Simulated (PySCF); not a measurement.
Bonds (- single, = double, # triple, : aromatic): B1-P2, P2-C3, P2-C4, C4=C5, C5-C6, C6-C7, C7=C8, C8-P2. B1 carries H9, H10, H11; C3 carries H12, H13, H14; C4 carries H15; C5 carries H16; C6 carries H17, H18; C7 carries H19; C8 carries H20. Formal charges: B1 -1, P2 +1.

- σ from GIAO-KT2/pcSseg-1
- geometry from PBE0-D3(BJ)/def2-SVP
- program: PySCF 2.14.0 with density-fitted response routines
- in vacuum, non-relativistic Hamiltonian, a single conformation, averaged over atoms made equivalent by symmetry, fast rotation or ring inversion

Task: List the cross peaks expected in HSQC, COSY and HMBC spectra.

Result: 

HSQC (one-bond C–H):
```
                δH             δC
    6.30 (H16/H19)  135.5 (C5/C7)
    5.87 (H15/H20)  120.0 (C4/C8)
        3.12 (H18)      34.5 (C6)
        3.09 (H17)      34.5 (C6)
1.34 (H12/H13/H14)      20.0 (C3)
```

COSY cross peaks (H two or three bonds apart, from the bond graph; peaks can be absent where the dihedral angle is near 90°):
```
            δH              δH
6.30 (H16/H19)  5.87 (H15/H20)
6.30 (H16/H19)      3.12 (H18)
6.30 (H16/H19)      3.09 (H17)
    3.12 (H18)      3.09 (H17)
```

HMBC (two and three bonds, from the bond graph):
```
                δH                                                  δC
    6.30 (H16/H19)             135.5 (C5/C7), 120.0 (C4/C8), 34.5 (C6)
    5.87 (H15/H20)  135.5 (C5/C7), 120.0 (C4/C8), 34.5 (C6), 20.0 (C3)
        3.12 (H18)                        135.5 (C5/C7), 120.0 (C4/C8)
        3.09 (H17)                        135.5 (C5/C7), 120.0 (C4/C8)
1.34 (H12/H13/H14)                                       120.0 (C4/C8)
 1.01 (H9/H10/H11)                            120.0 (C4/C8), 20.0 (C3)
```

Shifts are taken against calculated references (same method and geometry level): TMS for 1H, 13C.

Hydrogens on boron are broadened and split by 11B (spin 3/2, 80 %) and 10B (spin 3). Shifts are as computed. Against solution values, carbons near 30 ppm lie about +2 ppm off and those near 130 ppm about -5 ppm. Of 1211 compounds with measured shifts, 218 miss one by over three times the rms of a fit or turn the order of signals round; such compounds aren't used in these exercises.
